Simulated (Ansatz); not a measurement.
Mulliken charges of `[CH3][GeH]1[CH]=[N]1` from PBE/def2-TZVPP in Ansatz (PBE0-D4/def2-TZVP geometry).

```json
{"atom": "C1", "x (Å)": "-0.751", "y (Å)": "0.758", "z (Å)": "-1.002", "charge (e)": "-0.353"}
{"atom": "Ge2", "x (Å)": "-0.050", "y (Å)": "-0.725", "z (Å)": "0.034", "charge (e)": "0.150"}
{"atom": "C3", "x (Å)": "0.880", "y (Å)": "-0.439", "z (Å)": "1.650", "charge (e)": "-0.070"}
{"atom": "N4", "x (Å)": "1.741", "y (Å)": "-0.294", "z (Å)": "0.754", "charge (e)": "-0.199"}
{"atom": "H5", "x (Å)": "-0.282", "y (Å)": "0.781", "z (Å)": "-1.986", "charge (e)": "0.121"}
{"atom": "H6", "x (Å)": "-0.527", "y (Å)": "1.685", "z (Å)": "-0.476", "charge (e)": "0.118"}
{"atom": "H7", "x (Å)": "-1.831", "y (Å)": "0.668", "z (Å)": "-1.124", "charge (e)": "0.115"}
{"atom": "H8", "x (Å)": "-0.009", "y (Å)": "-2.111", "z (Å)": "-0.607", "charge (e)": "0.003"}
{"atom": "H9", "x (Å)": "0.919", "y (Å)": "-0.368", "z (Å)": "2.740", "charge (e)": "0.115"}
```

Problem. By hand: the dipole of these point charges (1 e Å = 4.8032 D).

Solution. Σ q r = (-0.352, 0.034, -0.019) e Å, of length 0.354 e Å = 1.70 D.

Problem. How does the dipole of the full density compare? (Estimate.)

Solution. Computed: (-0.447, 0.059, 0.002) e Å, 2.17 D; the point charges give 0.78 times that, at 4° from its direction.

Point charges leave out the atoms' own dipoles, such as those of lone pairs, and Mulliken's split depends on the basis, so the two needn't agree.
